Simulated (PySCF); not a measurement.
Compound: BrH5Si2.
Numbering: `[SiH3:1][SiH2:2][Br:3]` (hydrogens: H4, H5, H6 on Si1; H7, H8 on Si2)

Geometry (PBE0-D3(BJ)/def2-SVP, Å), atoms numbered from 1 in this order:
```
atom  x, y, z in Å
Si1    0.1930   -0.2981    0.1564
Si2   -2.0901   -0.8060    0.3027
Br3   -3.2202    0.5602   -1.0622
H4     0.9603   -1.1936    1.0779
H5     0.6654   -0.5098   -1.2442
H6     0.4146    1.1245    0.5524
H7    -2.6144   -0.6014    1.6847
H8    -2.3738   -2.2084   -0.1212
```

All values: wB97X-D/def2-SVPD (PySCF, non-relativistic), on one gas-phase PBE0-D3(BJ)/def2-SVP geometry that isn't relaxed in the solvent. The solvent is an IEF-PCM continuum (cavity from Bondi-type radii × 1.2), and excitations are vertical TDDFT with non-equilibrium linear response and a frozen core. The model holds no explicit solvent molecules, cavitation or dispersion. Spin–orbit coupling is left out although an atom past zinc is present.

| run | E − E(gas) (kcal/mol) | HOMO (eV) | HOMO–LUMO gap (eV) | dipole (D) | lowest singlet (eV) | static polarisability (au) |
| --- | --- | --- | --- | --- | --- | --- |
| gas | 0.00 | -9.83 | 10.67 | 1.55 | 6.07 | 80.7 |
| P | -1.20 | -9.77 | 10.75 | 2.13 | 6.15 | 111.8 |
| Q | -0.48 | -9.79 | 10.70 | 1.77 | 6.09 | 91.4 |

Question: The runs were made in acetonitrile and cyclohexane. Which run belongs to which solvent?

Answer: P = acetonitrile, Q = cyclohexane. The dielectric constants are 2.017 (cyclohexane), 35.69 (acetonitrile), and the energy falls further as ε rises. The optical constants n² used for the excitations are 2.04, 1.81 in the same order. In this model the ground state sees the solvent through ε alone.

Question: How constant is the ratio of the lowering to (ε − 1)/(2ε + 1)?

Answer: 
```csv
solvent,(ε − 1)/(2ε + 1),E − E(gas) (kcal/mol),ratio (kcal/mol),polarisation term (kcal/mol)
cyclohexane,0.202,-0.48,-2.4,-0.51
acetonitrile,0.479,-1.20,-2.5,-1.44
```

The ratio changes by +5.7 % in size from cyclohexane to acetonitrile. The polarisation term is half the interaction of the solute with the induced surface charges.

Note: wB97X-D ran without an empirical dispersion term, which enters the total energy and its gradient alone.
